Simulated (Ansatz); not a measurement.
Computed with Ansatz on PBE0-D4/def2-TZVP structures; ΔE is electronic, products minus reactants. CCSD(T)/CBS is the MP2 limit (def2-TZVPP, def2-QZVPP) plus CCSD(T) − MP2 in def2-TZVPP, frozen cores. This one scheme is used for every species. Functionals use def2-TZVPP. HSE06 is defined as in plane-wave codes. def2 core potentials past Kr. For In outer-core shells are correlated without core-valence functions, which leaves a few kJ/mol of doubt a bond.

`[CH3][InH][C]#N` + H₂ → `N#[C][InH2]` + CH₄  (hydrogenolysis of the In–C bond)

```json
{"level": "LDA (SPW92)", "ΔE (kJ/mol)": "-40.8", "difference from CCSD(T)/CBS": "-7.1"}
{"level": "PBE-D4", "ΔE (kJ/mol)": "-37.3", "difference from CCSD(T)/CBS": "-3.6"}
{"level": "r2SCANh-D4", "ΔE (kJ/mol)": "-41.3", "difference from CCSD(T)/CBS": "-7.6"}
{"level": "HSE06-D4", "ΔE (kJ/mol)": "-41.7", "difference from CCSD(T)/CBS": "-8.0"}
{"level": "ωB97X-V", "ΔE (kJ/mol)": "-43.0", "difference from CCSD(T)/CBS": "-9.3"}
{"level": "ωB97M-V", "ΔE (kJ/mol)": "-41.4", "difference from CCSD(T)/CBS": "-7.7"}
{"level": "B2PLYP", "ΔE (kJ/mol)": "-42.0", "difference from CCSD(T)/CBS": "-8.3"}
{"level": "PBE-QIDH", "ΔE (kJ/mol)": "-40.6", "difference from CCSD(T)/CBS": "-6.9"}
{"level": "LC-ωPBE", "ΔE (kJ/mol)": "-46.7", "difference from CCSD(T)/CBS": "-13.0"}
{"level": "MP2/def2-SVP", "ΔE (kJ/mol)": "-47.4", "difference from CCSD(T)/CBS": "-13.7"}
{"level": "CCSD(T)/def2-SVP", "ΔE (kJ/mol)": "-53.5", "difference from CCSD(T)/CBS": "-19.8"}
{"level": "HF/def2-TZVPP", "ΔE (kJ/mol)": "-64.2", "difference from CCSD(T)/CBS": "-30.5"}
{"level": "MP2/def2-TZVPP", "ΔE (kJ/mol)": "-29.0", "difference from CCSD(T)/CBS": "4.7"}
{"level": "HF/def2-QZVPP", "ΔE (kJ/mol)": "-63.7", "difference from CCSD(T)/CBS": "-30.0"}
{"level": "MP2/def2-QZVPP", "ΔE (kJ/mol)": "-26.7", "difference from CCSD(T)/CBS": "7.0"}
{"level": "MP2/CBS(def2)", "ΔE (kJ/mol)": "-25.3", "difference from CCSD(T)/CBS": "8.4"}
{"level": "CCSD(T)/CBS", "ΔE (kJ/mol)": "-33.7", "difference from CCSD(T)/CBS": "0"}
```

Largest T1 diagnostic among the species: 0.015.

From PBE to PBE0 (25 % exact exchange), in def2-TZVPP and without D4, ΔE moves by −4.2 kJ/mol. In def2-TZVPP, CCSD(T) changes the Hartree–Fock value by +26.8 kJ/mol (the triples alone add +4.7 kJ/mol) and MP2 by +35.2 kJ/mol. At CCSD(T), def2-SVP lies −19.8 kJ/mol from the extrapolated value and def2-TZVPP −3.8 kJ/mol.
